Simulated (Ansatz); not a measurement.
Species: BH2 (charge +1, singlet). 
Geometry from a B3LYP-D3(BJ)/def2-TZVP (Ansatz, a quantum-chemistry and plane-wave program) optimisation:
```
B
H 1 1.1744
H 1 1.1744 2 180.00
```
Charge +1, spin multiplicity 1.

Basis-set convergence of Hartree-Fock and CCSD(T) correlation energies (hartree) with Ansatz. Cores are frozen in the correlated levels unless marked. No spin-orbit coupling. No relativistic terms.

| basis | functions | E(HF) | E(corr, CCSD(T)) |
|---|---|---|---|
| def2-SVPD | 36 | -25.44804 | -0.07648 |
| def2-TZVPPD | 71 | -25.47937 | -0.08623 |
| def2-QZVPPD | 129 | -25.48067 | -0.08954 |

Extrapolating the two largest sets (X = 3 and 4) as X^-3: E(corr) = (64·(-0.08954) - 27·(-0.08623))/37 = -0.0920 Eh, an estimate of the basis-set limit. The largest set recovers 97.4 % of it, the smallest 83.2 %.
